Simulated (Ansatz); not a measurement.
A nudged elastic band was laid between two geometries of BFH7NSi (11 atoms, charge 0, multiplicity 1).

Level of theory: RKS B3LYP/6-31G* in Ansatz 0.2.0.

```yaml
movable_images: 7
climbing_image: yes
spring: 5.0 eV/Å²
optimiser: quadratic models (default)
start_path: through a guess of the saddle point
force_threshold: 0.05 eV/Å
iteration_limit: 60
end_points: relaxed
```

First end point:

```xyz
11
Properties=species:S:1:pos:R:3
B 0.126 -0.362 -0.005
F -0.863 0.617 -0.003
H 1.252 0.053 0.213
H 0.043 -1.183 -0.896
N -0.225 -1.275 1.400
H -1.068 -1.823 1.221
Si 1.202 -2.273 1.913
H 1.825 -2.829 0.698
H 2.101 -1.369 2.660
H 0.719 -3.366 2.796
H -0.479 -0.583 2.110
```

Last end point:

```xyz
11
Properties=species:S:1:pos:R:3
B 0.394 -0.703 -0.378
F -0.824 0.323 2.452
H 1.366 -0.024 -0.234
H -0.328 -0.583 -1.324
N 0.077 -1.660 0.618
H -0.719 -2.263 0.420
Si 1.147 -2.187 1.942
H 1.898 -3.404 1.532
H 2.080 -1.078 2.226
H 0.317 -2.526 3.123
H -0.775 -0.286 1.731
```

Question: What changes between the two ends?

Answer: Bonds broken: B1–F2, N5–H11. Bonds formed: F2–H11. BFH7NSi becomes BH6NSi + FH.

Question: What energy profile does the band end with?

Answer: The run converged. The highest image is number 5 of 0 to 8, 1.30 eV above the first end and 0.40 eV above the last; the last end lies 0.90 eV above the first. A vibrational analysis at the climbing image gives one clearly imaginary mode, 694i cm⁻¹: a first-order saddle point. The orbitals stay closed-shell, which can raise the energy where a bond breaks towards radicals; this wasn't checked here.

| image | path coordinate (Å) | energy (eV) | B1–F2 (Å) | N5–H11 (Å) | F2–H11 (Å) |
| --- | --- | --- | --- | --- | --- |
| 0 | 0.00 | 0.00 | 1.39 | 1.02 | 2.46 |
| 1 | 0.53 | 0.01 | 1.39 | 1.02 | 2.36 |
| 2 | 1.05 | 0.03 | 1.39 | 1.02 | 2.30 |
| 3 | 1.58 | 0.05 | 1.40 | 1.02 | 2.18 |
| 4 | 2.11 | 0.39 | 1.47 | 1.06 | 1.63 |
| 5 | 2.63 | 1.30 | 1.76 | 1.44 | 1.08 |
| 6 | 3.42 | 0.98 | 2.59 | 1.94 | 0.95 |
| 7 | 4.21 | 0.93 | 2.94 | 1.95 | 0.94 |
| 8 | 5.00 | 0.90 | 3.25 | 1.96 | 0.94 |

Question: What is the geometry of the highest image?

Answer: 
```xyz
11
Properties=species:S:1:pos:R:3:forces:R:3
B 0.191 -0.503 -0.021 0.00 0.00 0.00
F -0.630 0.667 1.003 0.00 0.00 0.00
H 1.320 -0.115 -0.068 0.00 0.00 0.00
H -0.473 -0.571 -1.011 0.00 0.00 0.00
N -0.104 -1.555 1.054 0.00 0.00 0.00
H -0.870 -2.181 0.816 0.00 0.00 0.00
Si 1.193 -2.306 2.001 0.00 0.00 0.00
H 2.073 -3.167 1.168 0.00 0.00 0.00
H 1.994 -1.220 2.613 0.00 0.00 0.00
H 0.570 -3.145 3.058 0.00 0.00 0.00
H -0.631 -0.294 1.495 0.00 0.00 0.00
```

Question: What are the harmonic wavenumbers there?

Answer: 694i, 111, 127, 222, 474, 601, 627, 697, 744, 818, 868, 944, 965, 969, 982, 1024, 1157, 1170, 1263, 1309, 2041, 2255, 2258, 2290, 2615, 2702, 3531 cm⁻¹.

The band took 30 iterations and roughly 8 core-minutes.

Time of the run: 8.3 min on 1 thread of AMD EPYC 7R43 64-Core Processor (Zen 3), with other jobs on the host, peak memory 0.17 GiB.
